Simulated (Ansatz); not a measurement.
Ideal-gas functions of `B1[NH][AlH][SiH2]1` at 298.15 K and 1 bar, from an Ansatz frequency run at PBE0-D4/def2-TZVP.

Molar mass 84.93 g/mol, point group Cs (symmetry number 1), electronic degeneracy 1, moments of inertia 73.091, 117.5, 184.695 u Å². Harmonic wavenumbers (cm⁻¹, unscaled): 87, 333, 367, 422, 463, 532, 547, 597, 657, 716, 737, 907, 923, 954, 1195, 1272, 1904, 2203, 2209, 2590, 3584.

Use S(trans) = R[1.5 ln M + 2.5 ln T − 1.1517]; rotational temperatures θ = 24.2544 K / I; S(rot) = R[ln(√π/σ · √(T³/θAθBθC)) + 1.5]; for each mode x = 1.438777 ν̃/T, S = R[x/(eˣ − 1) − ln(1 − e⁻ˣ)] and H = RT x/(eˣ − 1); 1 cm⁻¹ = 0.0119627 kJ/mol; R = 8.31446 J/(mol·K).

**Question.** By hand: the entropy, in J/(mol·K).

**Answer.** Translation 164.3. Rotation: θ = 0.3318, 0.2064, 0.1313 K, giving 107.9. Vibration, mode by mode: 15.59, 5.21, 4.57, 3.70, 3.17, 2.44, 2.30, 1.90, 1.51, 1.20, 1.11, 0.57, 0.53, 0.47, 0.18, 0.13, 0.01, 0.00, 0.00, 0.00, 0.00, in all 44.6. Electronic 0.0. Sum 316.8 J/(mol·K).

**Question.** By hand: H − E and G − E in kJ/mol, counted from the electronic energy.

**Answer.** Zero-point energy ½ × 23199 × 0.0119627 = 138.8; thermal vibration 8.1; translation, rotation and pV give 4 RT = 9.9. H − E = 156.8 kJ/mol, and G − E = 156.8 − 298.15 × 316.8/1000 = 62.3 kJ/mol.

Vibration gives 14 % of the entropy, 15.6 J/(mol·K) of it from the mode under 150 cm⁻¹: soft modes count most, and the harmonic formula is weakest for them.
